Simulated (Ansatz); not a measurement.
C2H7BOS can be A, `CCB(O)S`, or B, `COBCS`.

Program: Ansatz. Geometries: PBE0-D4/def2-TZVP. ΔE: electronic, gas phase. CCSD(T)/CBS is the MP2 limit (def2-TZVPP, def2-QZVPP) plus CCSD(T) − MP2 in def2-TZVPP, frozen cores. Functionals use def2-TZVPP. B3LYP here is the variant with VWN-RPA as its local correlation; programs differ in this. Each species was taken in one conformer, which may not be the lowest.

A:

```xyz
12

C    -0.948   -0.974    0.925
C    -0.283   -0.507   -0.364
B     0.622    0.769   -0.223
O     0.751    1.363    0.992
S     1.516    1.494   -1.644
H    -0.206   -1.218    1.687
H    -1.563   -1.862    0.758
H    -1.591   -0.196    1.343
H     0.328   -1.312   -0.791
H    -1.041   -0.303   -1.132
H     1.318    2.138    1.009
H     1.096    0.608   -2.560
```

B:

```xyz
12

C     0.1114    1.9814    0.8236
O    -0.1671    1.0293   -0.1805
B     0.3462   -0.2131   -0.1504
C    -0.1382   -1.2596   -1.2079
S    -1.2948   -2.2910   -0.2391
H     0.8662    1.6128    1.5240
H     0.4701    2.8977    0.3508
H    -0.8084    2.2042    1.3687
H     1.1327   -0.5197    0.7111
H     0.6275   -1.8897   -1.6598
H    -0.7462   -0.8126   -1.9964
H    -0.3994   -2.7397    0.6560
```

Question: Which isomer does CCSD(T)/CBS put lower? Give the gap. (An estimate is asked.)

Answer: Computed: A, by 166.3 kJ/mol.

Question: Give E(B) − E(A) in kJ/mol with ωB97M-V, B2PLYP, r2SCAN-D4, CCSD(T)/def2-TZVPP, B3LYP-D4, PBE-D4, B3LYP. (Best estimate.)

Answer: The calculation gave: ωB97M-V 164.1, B2PLYP 160.6, r2SCAN-D4 168.5, CCSD(T)/def2-TZVPP 164.9, B3LYP-D4 157.3, PBE-D4 162.2, B3LYP 155.0. None reverses the order clearly.

Largest T1 diagnostic: 0.013.

From PBE to PBE0 (25 % exact exchange), in def2-TZVPP and without D4, E(B) − E(A) moves by +5.0 kJ/mol. In def2-TZVPP, CCSD(T) changes the Hartree–Fock value by +9.9 kJ/mol (the triples alone add +0.3 kJ/mol) and MP2 by +17.4 kJ/mol.
